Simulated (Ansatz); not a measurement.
SnHMe2F (C2H7FSn). Total charge 0; triplet. Geometry PBE0-D4/def2-SVP, that of the neutral singlet; atoms count from 1.

```xyz
11

Sn    0.058    0.133   -0.749
H     1.221    0.464   -1.968
C    -0.139    1.695    0.699
H     0.802    1.819    1.253
H    -0.941    1.441    1.406
H    -0.387    2.641    0.198
C     0.236   -1.821    0.104
H     0.213   -2.581   -0.689
H    -0.600   -1.997    0.795
H     1.182   -1.908    0.657
F    -1.645    0.113   -1.706
```

In the def2 sets Sn takes a core potential; there is no spin–orbit coupling. At PBE0-D4/def2-TZVP a singlet of charge 0 lies 6.51 eV below the triplet at the same geometry.

Estimate the Mulliken populations from the PBE0/def2-TZVP orbitals of Ansatz.


```tsv
atom	charge (e)	spin (α − β)
Sn1	0.46	0.75
H2	-0.13	0.16
C3	-0.31	0.32
H4	0.10	0.06
H5	0.13	0.04
H6	0.13	0.07
C7	-0.28	0.33
H8	0.12	0.07
H9	0.13	0.04
H10	0.10	0.07
F11	-0.45	0.11
```
Mulliken values and Mayer orders depend strongly on the basis.

Where does the spin sit?

Summed by element: Sn 0.75, H 0.50, C 0.64, F 0.11, of 2 unpaired in all. Largest on single atoms: Sn1 0.75, C7 0.33, C3 0.32.

And the Mayer bond orders between bonded heavy atoms (over 0.3)?

Sn1–F11 0.70 (1.95 Å).
